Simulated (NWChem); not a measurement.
C2H4AlF; SMILES [AlH]([F])[CH]=C

```xyz
8

Al    -0.3821     0.5831     0.0000
H     -1.9735     0.6422     0.0000
F      0.4516     2.0439     0.0000
C      0.5795    -1.1033     0.0000
C     -0.1346    -2.2532     0.0000
H      1.6826    -1.1872     0.0000
H      0.3362    -3.2542     0.0000
H     -1.2414    -2.2557     0.0000
```
Atoms are numbered in this order, from 1.

Results from NWChem. Coordinates come from a PBE-D3(BJ)/def2-SVP optimisation. Field at 589 nm.

Question: Predict the results for B3LYP/aug-cc-pVDZ. Quantities: isotropic polarisability (bohr³); anisotropy (bohr³).

Answer: 
```yaml
isotropic polarisability (bohr³): 54.7
anisotropy (bohr³): 25.0
```
